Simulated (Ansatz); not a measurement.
`C#C[O][SbH2]` + `[OH][GaH2]` → `[GaH2][O][SbH2]` + `C#CO` at 298.15 K and 1 bar (ligand exchange at the Sb–O bond).

Computed with Ansatz on PBE0-D4/def2-TZVP structures; ΔE is electronic, products minus reactants. CBS: MP2 limit from def2 TZ/QZ plus the TZ coupled-cluster correction, frozen cores. This one scheme is used for every species. def2 core potentials past Kr. For Ga, Sb outer-core shells are correlated without core-valence functions, which leaves a few kJ/mol of doubt a bond. Scalar relativity is left out up to krypton. Each species was taken in one conformer, which may not be the lowest.

```json
{"species": "`C#C[O][SbH2]`", "CCSD(T)/CBS energy (Eh)": "-392.99526", "H − E (kJ/mol)": "112.0", "S (J/(mol·K))": "323.6"}
{"species": "`[OH][GaH2]`", "CCSD(T)/CBS energy (Eh)": "-2000.92981", "H − E (kJ/mol)": "82.7", "S (J/(mol·K))": "263.1"}
{"species": "`[GaH2][O][SbH2]`", "CCSD(T)/CBS energy (Eh)": "-2241.53579", "H − E (kJ/mol)": "98.8", "S (J/(mol·K))": "348.6"}
{"species": "`C#CO`", "CCSD(T)/CBS energy (Eh)": "-152.38380", "H − E (kJ/mol)": "96.3", "S (J/(mol·K))": "247.0"}
```

H − E and S are ideal-gas, rigid-rotor, harmonic terms from PBE0-D4/def2-TZVP, for one conformer and one mirror image of each species. 1 Eh = 2625.50 kJ/mol, R = 8.31446 J/(mol·K).

Question: By hand: ΔE, ΔH, ΔS and ΔG.

Answer: ΔE = (-2241.53579) + (-152.38380) − (-392.99526) − (-2000.92981) = 0.00548 Eh = 14.4 kJ/mol. Δ(H − E) = 98.8 + 96.3 − 112.0 − 82.7 = 0.4, so ΔH = 14.8 kJ/mol. ΔS = 348.6 + 247.0 − 323.6 − 263.1 = 8.9 J/(mol·K). ΔG = 14.8 − 298.15 × (8.9)/1000 = 12.1 kJ/mol.

Question: By hand: the equilibrium constant, and the temperature at which ΔG would vanish if ΔH and ΔS stayed fixed.

Answer: log₁₀ K = −ΔG/(RT ln 10) = -2.1. ΔG = 0 at ΔH/ΔS = 1663 K, though so small a ΔS makes that figure unsure.

The number of gas molecules stays the same, so ΔS is small and ΔH decides. A doubt of 5 kJ/mol in ΔE shifts log₁₀ K by 0.9 here. Other conformers and mirror images would add mixing entropy, several J/(mol·K) or more a flexible species. Modes under 60 cm⁻¹, often nearly free rotors, make the harmonic entropy too high. These are equilibria of isolated gas molecules and say nothing of rates. Largest T1 diagnostic: 0.016 (customary marks: 0.02 for closed shells, 0.045 for open ones).
